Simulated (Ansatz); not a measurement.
C3H9InOS, SMILES `C[CH](C)[In]([OH])[SH]`, 15 atoms. The species carries charge 0 and has multiplicity 1. Correlated methods include outer-core shells of In, which these sets cover unevenly. In: def2 effective core potential. Hardware: A = 2 threads of an AMD EPYC 7R13 on a shared host and a share of an NVIDIA H100 80 GB; B = 2 threads of a server CPU on a shared host. Correlated methods freeze the cores. Open-shell runs search over several starts.

Question: Give the basis size and wall time and peak host memory of each of these runs in Ansatz. RHF-CCSD(T)/def2-TZVPP energy [A]; RKS ωB97M-V/def2-SVP energy [B]; RHF-CCSD(T)/def2-SVP energy [A]; UKS PBE0-D4/def2-TZVPP energy of the cation [A]; RKS ωB97M-V/def2-QZVPP energy [A]; UKS r2SCAN-D4/def2-TZVPP energy of the cation [A]; direct RPA on PBE orbitals/def2-TZVPP energy [A]; RKS B2PLYP (frozen core)/def2-TZVPP energy [A]; UHF-CCSD(T)/def2-TZVPP energy of the cation [A]; RKS PBE0-D4/def2-TZVPP energy [A]; RHF-MP2/def2-QZVPP energy [A]; UKS PBE-D4/def2-TZVPP energy of the cation [A]. (An estimate is asked.)

Answer: The calculation gave: Other jobs shared the machine, so times are rough.

```
                                level                       job  functions  wall time  peak host memory (GiB)
                 RHF-CCSD(T)/def2-SVP                energy [A]        145        5 s                    0.78
               RKS PBE0-D4/def2-TZVPP                energy [A]        342      5.5 s                    0.87
  RKS B2PLYP (frozen core)/def2-TZVPP                energy [A]        342        7 s                     1.5
                   RHF-MP2/def2-QZVPP                energy [A]        650      8.1 s                     1.2
               RHF-CCSD(T)/def2-TZVPP                energy [A]        342       15 s                    0.84
               RKS ωB97M-V/def2-QZVPP                energy [A]        650       15 s                     1.3
direct RPA on PBE orbitals/def2-TZVPP                energy [A]        342       17 s                     1.6
                 RKS ωB97M-V/def2-SVP                energy [B]        145       19 s                    0.67
             UKS r2SCAN-D4/def2-TZVPP  energy of the cation [A]        342       20 s                       1
                UKS PBE-D4/def2-TZVPP  energy of the cation [A]        342       20 s                    0.94
               UKS PBE0-D4/def2-TZVPP  energy of the cation [A]        342       23 s                    0.99
               UHF-CCSD(T)/def2-TZVPP  energy of the cation [A]        342    2.3 min                     1.6
```
